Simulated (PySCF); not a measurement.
BaI2. Atoms are numbered in the order given.

```xyz
3

Ba     0.0000     0.0000    -0.7265
I      0.0000     2.9583     0.3838
I      0.0000    -2.9583     0.3838
```
Charge 0, spin multiplicity 1.

Geometry optimised at B3LYP-D3(BJ)/def2-SVP. The def2 effective core potentials stand for the cores of Ba, I; spin–orbit coupling is left out.

Calculation: TDA-PBE/def2-SVPD in PySCF.

Vertical excitations. The molecule is in vacuum. State labels are in the subgroup C2v.

| state | symmetry | energy (eV) | λ (nm) | f | main pairs |
|---|---|---|---|---|---|
| S1 | B2 | 2.97 | 418 | 0.004 | HOMO→LUMO 100 % |
| S2 | B1 | 3.02 | 410 | 0.023 | HOMO−1→LUMO 100 % |
| S3 | A1 | 3.04 | 408 | 0.007 | HOMO−2→LUMO 99 % |
| S4 | A2 | 3.14 | 395 | 0.000 | HOMO−3→LUMO 100 % |
| S5 | B2 | 3.31 | 374 | 0.018 | HOMO−4→LUMO 99 % |
| S6 | A2 | 3.59 | 345 | 0.000 | HOMO→LUMO+1 100 % |
| S7 | B2 | 3.60 | 345 | 0.004 | HOMO→LUMO+2 99 % |
| S8 | B1 | 3.63 | 341 | 0.001 | HOMO−1→LUMO+2 65 %, HOMO−2→LUMO+1 34 % |
| S9 | A1 | 3.63 | 341 | 0.000 | HOMO−1→LUMO+1 59 %, HOMO−2→LUMO+2 40 % |
| S10 | B1 | 3.67 | 337 | 0.011 | HOMO−2→LUMO+1 65 %, HOMO−1→LUMO+2 34 % |
| T1 | B2 | 2.93 | 422 | 0 | HOMO→LUMO 100 % |
| T2 | B1 | 2.97 | 417 | 0 | HOMO−1→LUMO 100 % |
| T3 | A1 | 2.99 | 414 | 0 | HOMO−2→LUMO 100 % |
| T4 | A2 | 3.10 | 400 | 0 | HOMO−3→LUMO 100 % |
Triplets are in the Tamm–Dancoff approximation.
